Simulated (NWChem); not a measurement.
System meant: ZnH₂Se₂; SMILES [Zn]([SeH])[SeH]

Here is an NWChem input.

```
start job
memory heap 200 mb stack 900 mb global 1100 mb
geometry units angstroms noautoz
  Zn     0.000000     0.000000    -0.006721
  Se    -2.222856    -0.482936     0.038186
  H     -2.519116     0.526210    -1.006765
  Se     2.222856     0.482936     0.038186
  H      2.519116    -0.526210    -1.006765
end
basis spherical
  * library def2-svp
end
dft
  xc xpbe96 cpbe96
  iterations 4
  mulliken
end
task dft energy
```

End of the output:

```
    Atom       Charge   Shell Charges
 -----------   ------   -------------------------------------------------------
    1 Zn  30    29.62   2.00  2.00  1.96  0.71  0.24  5.99  5.91  0.86  7.73  2.21  0.00
    2 Se  34    34.18   2.00  2.00  1.96  1.11  0.66  5.99  5.80  2.04  2.56  7.82  2.04  0.21
    3 H    1     1.01   0.59  0.35  0.07
    4 Se  34    34.18   2.00  2.00  1.96  1.11  0.66  5.99  5.80  2.04  2.56  7.82  2.04  0.21
    5 H    1     1.01   0.59  0.35  0.07

 center of mass
 --------------
 x =   0.00000000 y =   0.00000000 z =   0.02292262

 moments of inertia (a.u.)
 ------------------
          15.739253819833          -0.000000000000           0.000000000000
          -0.000000000000        2964.257107868369           0.000000000000
           0.000000000000           0.000000000000        2964.146838513244

     Multipole analysis of the density
     ---------------------------------

     L   x y z        total         alpha         beta         nuclear
     -   - - -        -----         -----         ----         -------
     0   0 0 0     -0.000000    -50.000000    -50.000000    100.000000

     1   1 0 0     -0.000000     -0.000000     -0.000000      0.000000
     1   0 1 0     -0.000000     -0.000000     -0.000000      0.000000
     1   0 0 1     -0.318495     -0.159247     -0.159247     -0.000000

     2   2 0 0    -43.486530   -669.792318   -669.792318   1296.098105
     2   1 1 0     -1.863729      3.995012      3.995012     -9.853753
     2   1 0 1     -0.000000     -0.000000     -0.000000      0.000000
     2   0 2 0    -37.567341    -22.630928    -22.630928      7.694515
     2   0 1 1     -0.000000     -0.000000     -0.000000      0.000000
     2   0 0 2    -37.622005    -22.607413    -22.607413      7.592822

 ------------------------------------------------------------------------
 dft energy failed                                                                                  0
 ------------------------------------------------------------------------
 ------------------------------------------------------------------------
  current input line :
    18: task dft energy
 ------------------------------------------------------------------------
 ------------------------------------------------------------------------
 This type of error is most commonly associated with calculations not reaching convergence criteria
 ------------------------------------------------------------------------
 For more information see the NWChem manual at https://nwchemgit.github.io

0:dft energy failed:Received an Error in Communication
```

Question: Find the fault in this run and fix the input.

Answer: The run did not converge; its last values are not results. Cause: the SCF was allowed too few iterations. This input runs:
```
start job
memory heap 200 mb stack 900 mb global 1100 mb
geometry units angstroms noautoz
  Zn     0.000000     0.000000    -0.006721
  Se    -2.222856    -0.482936     0.038186
  H     -2.519116     0.526210    -1.006765
  Se     2.222856     0.482936     0.038186
  H      2.519116    -0.526210    -1.006765
end
basis spherical
  * library def2-svp
end
dft
  xc xpbe96 cpbe96
  iterations 150
  mulliken
end
task dft energy
```
It converges to -6581.93460 Ha (PBE/def2-SVP).
